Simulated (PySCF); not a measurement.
**He (helium, neutral) across methods**

1s1 2p1, high-spin 3P determinant (an excited configuration). Computed with PySCF 2.14 in dyall-acv3z (10s3p2d, 29 functions), with the non-relativistic Hamiltonian (point nucleus).

```
 method  E (hartree)  mean ε 1s α (eV)  mean ε 2p α (eV)  Σ⟨r²⟩ (bohr²)   ⟨S²⟩
    UHF     -2.00439           -41.951            -0.178          6.739  2.000
    PBE      -2.0243           -29.670             3.244          6.815  2.000
   PW91      -2.0285           -29.799             3.209          6.806  2.000
   PBE0      -2.0229           -32.798             2.307          6.797  2.000
r2SCAN0      -2.0204           -33.673             2.239          6.761  2.000
    LDA      -1.9663           -28.909             3.469          6.816  2.000
 r2SCAN      -2.0233           -30.904             3.077          6.769  2.000
 revPBE      -2.0344           -29.727             3.181          6.820  2.000
  wB97X      -2.0147           -35.066             0.098          6.808  2.000
```

The outer electron is Rydberg-like, and this basis confines it to a smaller radius and binds it less than a complete one would.

The highest occupied level is positive at PBE, PW91, PBE0, r2SCAN0, LDA, r2SCAN, revPBE, wB97X: only the finite basis holds that electron, which in a density functional comes from self-interaction.
